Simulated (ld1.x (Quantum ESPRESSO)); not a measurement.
# Zn: PAW pseudisation with PBEsol, scalar-relativistic reference atom.

ld1.x (Quantum ESPRESSO) 7.5 input, shortened:

```
&input
   title='Zn', zed=30., rel=1, dft='PBESOL', iswitch=3,
   config='[Ar] 3d10 4s1.5 4p0'
 /
 &inputp
   pseudotype=3, lpaw=.true., tm=.true., lloc=-1, rcloc=1.35,
   nlcc=.true., new_core_ps=.true., rcore=0.55,
   which_augfun='GAUSS', rmatch_augfun=0.70
 /
6
3S  1  0   2.00   0.00  0.90  1.10  0.0
4S  2  0   1.50   0.00  0.90  1.10  0.0
3P  2  1   6.00   0.00  1.00  1.10  0.0
4P  3  1   0.00   0.00  1.00  1.10  0.0
3D  3  2  10.00   0.00  1.15  1.45  0.0
3D  3  2   0.00   0.30  1.15  1.45  0.0
 &test
   configts(1)='3s2 3p6 3d10 4s1.5 4p0'
 /
```

Poles of the logarithmic derivatives, all-electron (AE) and pseudo (PS). s: poles at -9.7 (AE) and -9.7 (PS) Ry. p: poles at -6.2 (AE) and -6.2 (PS) Ry. d: poles at -0.4 (AE) and -0.4 (PS) Ry. Test radius 1.60 bohr.

- Cutoffs needed: 90 Ry and 160 Ry (the cutoffs (Ry, on a coarse ladder) from which the occupation-weighted sum of valence levels, in a spherical-Bessel basis at the reference potential, stays within 10 and 1 mRy of its value at 400 Ry)
- Ghost test: no extra level below or beside the all-electron valence levels (s, p, d, f tested) (spherical-Bessel basis up to 400 Ry, 20 bohr box)
- Largest excitation error: +117 meV (all-electron minus pseudo) for 3s2 3p6 3d8 4s0 4p0, out of 7 test configurations
- Lowest eigenvalue of the overlap operator: 0.16 (s channel)
